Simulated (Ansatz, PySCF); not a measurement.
System: CH₃AlF, charge 1, multiplicity 1. It need not be the lowest isomer of its formula. 
Geometry from a B3LYP-D3(BJ)/def2-TZVP (Ansatz, a first-principles code) optimisation:
```
C
H 1 1.0918
H 1 1.0918 2 110.24
H 1 1.0918 2 110.24 3 -121.93
Al 1 1.9125 2 108.69 4 -119.03
F 5 1.6058 2 155.43 1 180.00
```
Charge +1, spin multiplicity 1.

Total electronic energies in hartree. Cores are frozen in the correlated levels unless marked. No spin-orbit coupling. Non-relativistic. CBS(X,Y): correlation extrapolated as X^-3; Hartree-Fock from the larger set. The bracket is a focal-point correction in the basis named.

```json
[
 {"level": "HF/6-31G", "program": "Ansatz", "energy (Eh)": "-380.68889"},
 {"level": "HF/def2-TZVPD", "program": "PySCF", "energy (Eh)": "-380.83987"},
 {"level": "PBE-D4/def2-TZVPD", "program": "Ansatz + dftd4", "energy (Eh)": "-381.74122"},
 {"level": "BLYP/def2-TZVPD", "program": "Ansatz", "energy (Eh)": "-382.00905"},
 {"level": "BP86-D3(BJ)/def2-TZVPD", "program": "PySCF + dftd3", "energy (Eh)": "-382.04869"},
 {"level": "PBE0/6-31G*", "program": "Ansatz", "energy (Eh)": "-381.67677"},
 {"level": "PBE0-D3(BJ)/def2-TZVP", "program": "Ansatz + dftd3", "energy (Eh)": "-381.76799"},
 {"level": "PBE0/def2-TZVPD", "program": "Ansatz", "energy (Eh)": "-381.76625"},
 {"level": "BHLYP/def2-TZVPD", "program": "Ansatz", "energy (Eh)": "-381.96993"},
 {"level": "PW6B95-D3(BJ)/def2-TZVPD", "program": "PySCF + dftd3", "energy (Eh)": "-382.41383"},
 {"level": "PW6B95-D4/def2-TZVPD", "program": "PySCF + dftd4", "energy (Eh)": "-382.41438"},
 {"level": "LC-wPBE-D4/def2-TZVPD", "program": "Ansatz + dftd4", "energy (Eh)": "-381.86311"},
 {"level": "RPA@PBE/cc-pV(Q+d)Z", "program": "Ansatz", "energy (Eh)": "-381.66614"},
 {"level": "MP2/cc-pV(D+d)Z", "program": "Ansatz", "energy (Eh)": "-381.15440"},
 {"level": "RI-MP2/aug-cc-pV(Q+d)Z", "program": "Ansatz", "energy (Eh)": "-381.38030"},
 {"level": "RI-MP2/CBS(cc-pV(T+d)Z,cc-pV(Q+d)Z)", "program": "Ansatz", "energy (Eh)": "-381.4027"},
 {"level": "SCS-MP2/cc-pV(D+d)Z", "program": "Ansatz", "energy (Eh)": "-381.14911"},
 {"level": "SCS-MP2/cc-pVTZ", "program": "Ansatz", "energy (Eh)": "-381.31695"},
 {"level": "CCSD/6-31G*", "program": "Ansatz", "energy (Eh)": "-381.11962"},
 {"level": "CCSD/cc-pV(D+d)Z", "program": "Ansatz", "energy (Eh)": "-381.17523"},
 {"level": "CCSD(T)/cc-pwCVTZ", "program": "Ansatz", "energy (Eh)": "-381.36642"},
 {"level": "RI-MP2/CBS(aug-cc-pV(T+d)Z,aug-cc-pV(Q+d)Z)+[CCSD(T)-MP2]/aug-cc-pV(D+d)Z", "program": "Ansatz", "energy (Eh)": "-381.4369"},
 {"level": "RI-MP2/CBS(aug-cc-pV(T+d)Z,aug-cc-pV(Q+d)Z)+[CCSD(T)-MP2]/aug-cc-pV(T+d)Z", "program": "Ansatz", "energy (Eh)": "-381.4375"}
]
```

Totals of different functionals don't rank their quality; only differences between species are comparable.
